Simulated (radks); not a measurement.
Values are calculated unless marked as measured or tabulated.
Valence configurations of Sb+ (all share [Kr]). Level of theory: scalar-relativistic Kohn-Sham, PBE, spin-polarised, spherical densities, finite nucleus; open shells are filled with parallel spins first (spin-orbit coupling, left out, can overturn this in heavy ions); Fermi nuclear charge, rms radius 4.6802 fm (a radial shooting solver on a logarithmic mesh with Libxc functionals). Energies are relative to 4d10 5s2 5p2; eigenvalues in eV for spin up.

valence           E (eV)  moment (Bohr magnetons)    e(4d)    e(5p)    e(5s)
4d10 5s2 5p2       0.000                        2  -42.005  -12.625  -21.234
4d10 5s1 5p3       6.493                        4  -43.299  -13.637  -22.493
4d8 5s1 5p5       78.571                        4  -56.884  -16.205  -26.588
4d10 5p4          17.655                        2  -44.789  -13.883        -
4d9 5s2 5p3       31.108                        4  -48.713  -14.367  -23.767
4d8 5s1.5 5p4.5   73.555                        4  -56.223  -15.917  -26.194
4d10 5s1.5 5p2.5   3.400                        3  -42.676  -13.162  -21.892
4d9.5 5s1.5 5p3   18.434                        4  -45.993  -14.011  -23.136
4d7.5 5s1 5p5.5   99.071                        4  -60.248  -16.781  -27.527
4d7.5 5s1.5 5p5   93.909                        4  -59.606  -16.501  -27.145

NIST lists [Kr] 4d10 5s2 5p2 as the ground configuration; this level of theory agrees among the configurations tried. The energies are those of spherical high-spin densities, not of single terms.
